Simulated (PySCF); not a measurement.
# Working out the excitation energy of Xe

Xe [Xe] (1S) → Xe [Kr] 4d10 5s2 5p5 6s1 (3P). All numbers are calculated (PySCF 2.14, a scalar-relativistic core potential, in aug-cc-pVTZ-PP with ECP28MDF (6s5p4d2f, 55 functions)). Frozen: 4s2 4p6 4d10. Energies in hartree (1 hartree = 27.21139 eV):

```csv
part,Xe (lower),Xe (upper)
UHF,-328.298669,-327.988983
CCSD correlation,-0.164441,-0.153218
(T),-0.005603,-0.005530
```

What does Hartree-Fock give?

(-327.988983) − (-328.298669) = 0.309686 hartree = 8.427 eV.

What do CCSD and CCSD(T) give?

The CCSD correlation energies differ by 0.011223 hartree = 0.305 eV and the triples by 0.000073 hartree = 0.002 eV, so CCSD gives 8.732 eV and CCSD(T) 8.734 eV.
